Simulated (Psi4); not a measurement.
I₃Sn, charge -1, singlet, geometry from GFN2-xTB (such geometries of metal compounds can be far from the true shape) (core potentials on I, Sn) (a gas-phase anion, which may not be bound at this level).

Input for Psi4:
```
memory 2 GB

molecule {
-1 1
Sn   -0.01199166   -0.00955401    0.94012760
I    -1.99356510   -1.58626723   -0.33726525
I    -0.37409393    2.52761379   -0.27480117
I     2.37897192   -0.93233334   -0.27484642
}

set {
  basis def2-tzvpd
}

energy('blyp')
print_variables()
```

Task: What number of basis functions does BLYP/def2-TZVPD (Psi4) give?

Result: 233

Task: Give the total energy at the level BLYP/def2-TZVPD.

Result: -1107.489248 Ha

Task: What nuclear repulsion energy does BLYP/def2-TZVPD give?

Result: 532.2493 Eh

A gas-phase anion may not be bound at this level; its values then depend on the basis.

Task: Roughly what does it cost on one core?

Result: very roughly 16 core-seconds.
